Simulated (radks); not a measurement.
The numbers below are computed, except where a source is named.
Ru II, configuration [Kr] 4d7 (the NIST ground configuration).

Level of theory: scalar-relativistic Kohn-Sham, exchange-only LDA, spin-polarised, spherical densities, point nucleus; open shells are filled with parallel spins first (spin-orbit coupling, left out, can overturn this in heavy ions) (a radial shooting solver on a logarithmic mesh with Libxc functionals).

Energy parts (eV):
total: -123049.519
kinetic: 127292.551
electron-nucleus: -296832.654
Hartree: 49881.374
exchange: -3390.790

Orbitals (lengths in bohr, moments of r in powers of bohr; <r^-3> diverges for s and p1/2; r(90%) holds 90 % of the orbital's charge):
orbital,occ.,eigenvalue (eV),<r^-3>,<r^2>,r(90%)
1s up,1,-21913.19,-,0.001513,0.0600
1s down,1,-21913.19,-,0.001513,0.0600
2s up,1,-3156.164,-,0.02507,0.225
2s down,1,-3155.769,-,0.02506,0.225
2p up,3,-2829.193,2996,0.01971,0.207
2p down,3,-2828.886,2997,0.01971,0.207
3s up,1,-559.9724,-,0.1865,0.596
3s down,1,-559.6843,-,0.1864,0.595
3p up,3,-452.5692,514.1,0.1896,0.609
3p down,3,-452.2547,514.1,0.1894,0.609
3d up,5,-279.2006,69.30,0.1773,0.613
3d down,5,-278.7808,69.32,0.1770,0.612
4s up,1,-83.3326,-,1.181,1.49
4s down,1,-81.2905,-,1.174,1.48
4p up,3,-53.5252,79.07,1.468,1.68
4p down,3,-51.3526,79.95,1.461,1.68
4d up,5,-12.4232,5.448,3.321,2.67
4d down,2,-10.2215,5.347,3.551,2.78

The highest occupied level is 4d down at -10.221 eV. For comparison, the ionisation energy in NIST's Atomic Spectra Database is 16.8 eV (semi-empirical). In exact Kohn-Sham theory the highest level is minus the ionisation energy, but local and semilocal functionals leave it too shallow, through self-interaction and a potential that decays too fast; potentials with the right tail come closer. Spin moment in Bohr magnetons: 3. The density falls to 0.001 e/bohr^3 at r = 3.86 bohr. Summed over all electrons, <r^2> = 38.30 bohr^2, which gives a Langevin (diamagnetic) susceptibility term of -30.3 x 10^-6 cm^3/mol.
